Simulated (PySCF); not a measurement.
Simulated outer-valence photoelectron spectrum of `C=[N][GeH2][AsH2]`. Level of theory: EOM-IP-CCSD/aug-cc-pVDZ in PySCF, restricted Hartree–Fock reference, frozen core, non-relativistic, gas phase, PBE0-D3(BJ)/def2-SVP geometry.

Each root has a Gaussian of 0.6 eV full width with its one-hole share as area; cross sections and vibrations are left out, and the highest printed point is 100.

(ionisation energy (eV), intensity): (8.0, 1), (8.2, 7), (8.4, 27), (8.6, 52), (8.8, 55), (9.0, 31), (9.2, 10), (9.4, 2), (9.6, 6), (9.8, 24), (10.0, 50), (10.2, 56), (10.4, 36), (10.6, 20), (10.8, 34), (11.0, 72), (11.2, 100), (11.4, 88), (11.6, 49), (11.8, 18), (12.0, 12), (12.2, 30), (12.4, 54), (12.6, 54), (12.8, 34), (13.0, 31), (13.2, 55), (13.4, 80), (13.6, 84), (13.8, 67), (14.0, 36), (14.2, 11), (14.4, 2), (14.6, 0), (14.8, 0), (15.0, 2), (15.2, 12), (15.4, 36), (15.6, 55), (15.8, 46), (16.0, 21), (16.2, 5), (16.4, 1)

**Question.** Where are the maxima, and how many lines lie under the curve?

**Answer.** 6 maxima, at 8.7, 10.1, 11.2, 12.5, 13.5 and 15.6 eV, from 8 lines. At this width some lines have no maximum of their own.

**Question.** List the lines with their holes.

**Answer.** 
```json
{"E (eV)": "8.72", "leading hole (HF orbital)": "HOMO", "area": "0.95", "Koopmans (eV)": "9.54"}
{"E (eV)": "10.14", "leading hole (HF orbital)": "HOMO-1", "area": "0.94", "Koopmans (eV)": "10.98"}
{"E (eV)": "11.11", "leading hole (HF orbital)": "HOMO-2", "area": "0.95", "Koopmans (eV)": "11.72"}
{"E (eV)": "11.38", "leading hole (HF orbital)": "HOMO-3", "area": "0.95", "Koopmans (eV)": "11.83"}
{"E (eV)": "12.49", "leading hole (HF orbital)": "HOMO-4", "area": "0.94", "Koopmans (eV)": "13.17"}
{"E (eV)": "13.35", "leading hole (HF orbital)": "HOMO-5", "area": "0.94", "Koopmans (eV)": "14.14"}
{"E (eV)": "13.74", "leading hole (HF orbital)": "HOMO-6", "area": "0.93", "Koopmans (eV)": "15.46"}
{"E (eV)": "15.64", "leading hole (HF orbital)": "HOMO-7", "area": "0.91", "Koopmans (eV)": "17.29"}
```

The widest gap, 1.90 eV, lies between 13.74 and 15.64 eV. Only orbitals with −ε under 21 eV, eight at most, were ionised, so the high end of the curve may lack lines.

The values belong to the conformer `[CH2:1]=[N:2][GeH2:3][AsH2:4]`: C1–N2–Ge3–As4 -2°, H–As4–Ge3–N2 -46°, H–As4–Ge3–N2 46°.
